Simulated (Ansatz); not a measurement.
```yaml
crystal:
  periodic: [false, false, false]
  atoms:
    - {symbol: Mg, position_ang: [0.105430, -0.017954, -0.046596]}
    - {symbol: Mg, position_ang: [1.242112, -0.029975, -2.886588]}
    - {symbol: Zn, position_ang: [-1.390839, 0.979591, -2.247968]}
basis:
  gaussian: {orbitals: pcseg-2}
total_charge: -2
hamiltonian: {xc: {name: wB97M-V}}
scf: {omitted_lower_state_checks: [starts]}
output: {forces: true}
```

```sh
$ ansatz run in.yaml --threads 4 --pin off --events-out ev --progress --plain --max-ram 3916MiB
```

Shortened log:

```
Functional definition: wB97M-V
789 factors; integrals over basis functions are off by at most 1.2e-3 eV
161 factors; integrals over basis functions are off by at most 4.8e-5 eV
mean field evaluation 1: about -59299.1694 eV, gradient 3.8e1 eV
mean field evaluation 2: about -59298.5936 eV, gradient 5.8e1 eV
mean field evaluation 4: about -59301.6129 eV, gradient 7.3e-1 eV
mean field evaluation 8: about -59301.7840 eV, gradient 1.3e-1 eV
mean field evaluation 16: about -59301.7843 eV, gradient 1.2e-3 eV
mean field evaluation 32: about -59301.7843 eV, gradient 5.1e-6 eV
mean field -59301.78433551 eV, -2179.3003781370 hartree, gradient 5.1e-6 eV, S^2 0.000000; 0 other end points of the search recorded, 0 dependent functions left out
reference -59301.78437000 eV, -2179.3003794044 hartree; 28, 28 occupied and 66, 66 virtual orbitals, 789 factors
Total energy: -59301.78437000 eV, -2179.3003794044 hartree
Atom 0 at     0.105430    -0.017954    -0.046596 Å, force    -0.067255     0.021112     0.044605 eV/Å
Atom 1 at     1.242112    -0.029975    -2.886588 Å, force    -0.087664     0.047097    -0.060317 eV/Å
Atom 2 at    -1.390839     0.979591    -2.247968 Å, force     0.154919    -0.068209     0.015712 eV/Å
Dipole moment:    -1.645554     0.800487    -0.626555 e Å
Checks for a lower state left out: starts
```

It took 8.5 s on 4 threads of Arm Neoverse V2 on a shared host.

A multiply charged anion in the gas phase is held together partly by the finite basis. The highest occupied level of an anion often lies above zero with these methods, and sets without diffuse functions describe the outer electron poorly.

The dipole of an ion depends on the origin.
